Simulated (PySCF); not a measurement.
Rigid-rotor lines calculated for a species of formula C3H8BNS (commonest isotopes; PBE0-D3(BJ)/def2-SVP geometry optimisation, gas phase in PySCF 2.14.0), labelled J(Ka,Kc):

```tsv
transition	MHz
2(1,2) ← 1(1,1)	4784.8
1(1,1) ← 0(0,0)	11499.8
2(1,1) ← 1(1,0)	5045.2
2(0,2) ← 1(0,1)	4913.6
1(0,1) ← 0(0,0)	2457.5
```

Question: Find the rotational constants.

Answer: 1(0,1) ← 0(0,0) is B + C, 2(1,1) ← 1(1,0) is 3B + C and 2(1,2) ← 1(1,1) is B + 3C, so B − C is half the difference of the last two, 130.2 MHz. 1(1,1) ← 0(0,0) is A + C. A = 10336.1, B = 1293.8, C = 1163.7 MHz.

Question: What moments of inertia, asymmetry and inertial defect follow?

Answer: I = 505379 MHz·u·Å² over each constant: Ia = 48.89, Ib = 390.61, Ic = 434.30 u·Å²; κ = (2B − A − C)/(A − C) = -0.972 (near-prolate asymmetric top); Δ = Ic − Ia − Ib = -5.20 u·Å².

Question: Which dipole components do these lines need?

Answer: μa and μb (a-type: ΔKa even, ΔKc odd; b-type: both odd). The calculation gives |μa| = 1.18 D, |μb| = 0.21 D, |μc| = 0.33 D.

Question: Predict further lines from these constants: 1(1,1) ← 1(0,1); 2(1,1) ← 2(1,2); 2(2,0) ← 2(1,1); 2(1,2) ← 1(0,1); 2(2,0) ← 1(1,1); 2(2,1) ← 1(1,1).

Answer: 
```csv
transition,MHz,type,branch
"2(1,1) ← 2(1,2)",391,a,Q
"1(1,1) ← 1(0,1)",9042,c,Q
"2(1,2) ← 1(0,1)",13827,b,R
"2(2,0) ← 2(1,1)",27128,b,Q
"2(2,1) ← 1(1,1)",32302,c,R
"2(2,0) ← 1(1,1)",32304,b,R
```

Question: Which structure gave them?

Answer: `C=CSCBN`, point group C1. Three constants can't fix a structure by themselves; this is the one that was computed:
```xyz
14
C3H8BNS angstrom
C      3.033    1.092    0.106
C      2.006    0.240    0.186
S      0.323    0.711    0.264
C     -0.518   -0.889    0.309
B     -2.089   -0.768    0.179
N     -2.731    0.436   -0.075
H      2.891    2.176    0.077
H      4.057    0.715    0.068
H      2.180   -0.842    0.214
H     -0.163   -1.525   -0.521
H     -0.275   -1.422    1.244
H     -2.761   -1.771    0.293
H     -2.233    1.310   -0.202
H     -3.735    0.516   -0.169
```

The values belong to one conformer (point group C1) with, in the numbering `[CH2:1]=[CH:2][S:3][CH2:4][BH:5][NH2:6]`, C1–C2–S3–C4 179°, C2–S3–C4–B5 -172°, S3–C4–B5–N6 6°. Whether it is a minimum is left open (no frequencies). Constants of a rigid frame at the computed geometry: no zero-point averaging, no centrifugal distortion. Quadrupole hyperfine structure (11B, 14N) is left out.

Time: 46 s of wall time; peak memory 0.52 GiB. Hardware: one thread, Arm Neoverse V1 (aarch64), shared host. These figures are those of the optimisation.
